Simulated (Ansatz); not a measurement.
Relaxation of GaH3O (5 atoms, charge 0, multiplicity 1), to a largest force component of 0.03 eV/Å in at most 50 steps.

Level of theory: RKS PBE0/def2-mTZVP in Ansatz 0.2.0.

```xyz
5
Properties=species:S:1:pos:R:3
Ga 0.310 -0.001 -0.078
O 0.853 -0.151 1.610
H 0.215 -0.220 2.330
H 1.818 0.096 -0.418
H -1.151 -0.005 -0.615
```

Problem. Where does it end, and by what steps?

Solution. The forces met the threshold. After 5 steps the energy has fallen by 0.412 eV; H4 moved furthest, 0.40 Å.

| step | energy less start (eV) | largest force component (eV/Å) | accepted |
| --- | --- | --- | --- |
| 0 | 0.0000 | 1.215 | yes |
| 1 | -0.2901 | 0.584 | yes |
| 2 | -0.3867 | 0.360 | yes |
| 3 | -0.4032 | 0.272 | yes |
| 4 | -0.4088 | 0.152 | yes |
| 5 | -0.4117 | 0.026 | yes |

```xyz
5
Properties=species:S:1:pos:R:3
Ga 0.485 -0.002 0.021
O 0.785 -0.157 1.780
H -0.010 -0.238 2.316
H 1.791 0.128 -0.818
H -1.006 -0.012 -0.471
```

Whether the end is a true minimum wasn't checked by a vibrational analysis.

Time of the run: 15 s on 1 thread of Arm Neoverse V1 (shared host), peak memory 0.12 GiB.
